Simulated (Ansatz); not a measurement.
Species: C$_{10}$H$_{10}$Si, SMILES `[SiH3]c1ccc2cccccc1-2` (charge 0, multiplicity 1).

### Question
Give a relaxed geometry from PBE0-D3(BJ)/def2-SVP (Ansatz, a program for electronic structure).

### Answer
the end point of this relaxation (outside a Z-matrix the atoms follow the SMILES, hydrogens last).
Bond lengths (Å): Si1–C2 1.860, Si1–H12 1.494, Si1–H13 1.498, Si1–H14 1.498, C2–C3 1.412, C2–C11 1.417, C3–C4 1.400, C3–H15 1.092, C4–C5 1.404, C4–H16 1.090, C5–C6 1.394, C5–C11 1.489, C6–C7 1.393, C6–H17 1.096, C7–C8 1.398, C7–H18 1.094, C8–C9 1.394, C8–H19 1.095, C9–C10 1.397, C9–H20 1.094, C10–C11 1.390, C10–H21 1.096. Bond angles (°): C2–Si1–H12 108.6, C2–Si1–H13 112.1, C2–Si1–H14 112.1, H12–Si1–H13 108.6, H12–Si1–H14 108.6, H13–Si1–H14 106.7, Si1–C2–C3 125.5, Si1–C2–C11 127.7, C3–C2–C11 106.8, C2–C3–C4 110.8, C2–C3–H15 124.4, C4–C3–H15 124.7, C3–C4–C5 108.3, C3–C4–H16 126.5, C5–C4–H16 125.2, C4–C5–C6 125.7, C4–C5–C11 106.7, C6–C5–C11 127.6, C5–C6–C7 129.1, C5–C6–H17 115.0, C7–C6–H17 115.8, C6–C7–C8 128.6, C6–C7–H18 115.8, C8–C7–H18 115.7, C7–C8–C9 129.7, C7–C8–H19 115.2, C9–C8–H19 115.2, C8–C9–C10 128.7, C8–C9–H20 115.7, C10–C9–H20 115.6, C9–C10–C11 129.3, C9–C10–H21 115.2, C11–C10–H21 115.4, C2–C11–C5 107.4, C2–C11–C10 125.6, C5–C11–C10 127.0.
